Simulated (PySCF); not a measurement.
Stationary points of TaH4

Level of theory: PBE0/[Ta def2-TZVP with ECP60, H def2-TZVP], scalar-relativistic core potentials, density fitting, no spin–orbit coupling, PySCF.

Relaxations began from a few typed shapes; open shells are unrestricted. The search is not exhaustive: other isomers or separated fragments can lie lower, and high-lying points may rest on an excited occupation.

```json
{"spin": "doublet", "group": "D2d", "bonds": "Ta–H 1.771 Å (×4)", "angles": "H–Ta–H 106.3° (×2), H–Ta–H 111.1° (×4)", "imaginary modes (cm⁻¹)": "none", "ΔE (kJ/mol)": "0.0", "ΔE with ZPE (kJ/mol)": "0.0"}
{"spin": "doublet", "group": "C4v", "bonds": "Ta–H 1.756 Å (×4)", "angles": "H–Ta–H 77.6° (×4), H–Ta–H 124.8° (×2)", "imaginary modes (cm⁻¹)": "117i, 117i", "ΔE (kJ/mol)": "73.3", "ΔE with ZPE (kJ/mol)": "–"}
```

The lowest minimum found is the doublet D2d: Ta–H 1.771 Å (×4); H–Ta–H 106.3° (×2), H–Ta–H 111.1° (×4).

Formally Ta is in oxidation state +4, d1, with 1 unpaired electron. The Mulliken spin on Ta is 1.17. The polar-tensor charge on Ta, 1.37, is far below the formal one.

For the lowest minimum: with open d or f shells other occupations or spin states may lie lower. With an element this heavy the missing spin–orbit coupling can shift these numbers.
